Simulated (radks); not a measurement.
Effect of the nuclear size on the thulium ion Tm+, [Xe] 4f13 6s1. All-electron calculation, Dirac Kohn-Sham, PBE, spin-unpolarised, spherical densities, finite nucleus; open shells are shared between the two j in proportion to 2j + 1; Fermi nuclear charge, rms radius 5.2256 fm. Program: a radial shooting solver on a logarithmic mesh with Libxc functionals. The rms radius is varied about that value; shifts are against it.

rms radius (fm)  total energy shift (eV)  density at nucleus (e/bohr^3)  1s1/2 shift (meV)  2s1/2 shift (meV)  4p1/2 shift (meV)  5s1/2 shift (meV)  5p1/2 shift (meV)  6s1/2 shift (meV)  6p1/2 (empty) shift (meV)
4.2432                             -12.1                      1.011e+06              -4940               -665              0.106              -5.25              0.287             -0.415                      0.112
4.9434                             -3.65                      9.655e+05              -1490               -201              0.031              -1.59              0.087             -0.125                      0.034
5.2256                                 0                      9.497e+05              0.000              0.000              0.000              0.000              0.000              0.000                      0.000
5.7064                              6.54                       9.25e+05               2680                360             -0.055               2.84             -0.155              0.225                     -0.061
6.2759                              14.8                      8.991e+05               6060                816             -0.122               6.44             -0.351              0.509                     -0.137

Slopes of the eigenvalues against <r^2> in GHz/fm^2, as finite differences over the two radii next to the reference (eigenvalue slopes, not the field-shift constants of lines): 1s1/2 124000, 2s1/2 16700, 4p1/2 -2.57, 5s1/2 132, 5p1/2 -7.20, 6s1/2 10.4, 6p1/2 (empty) -2.81.
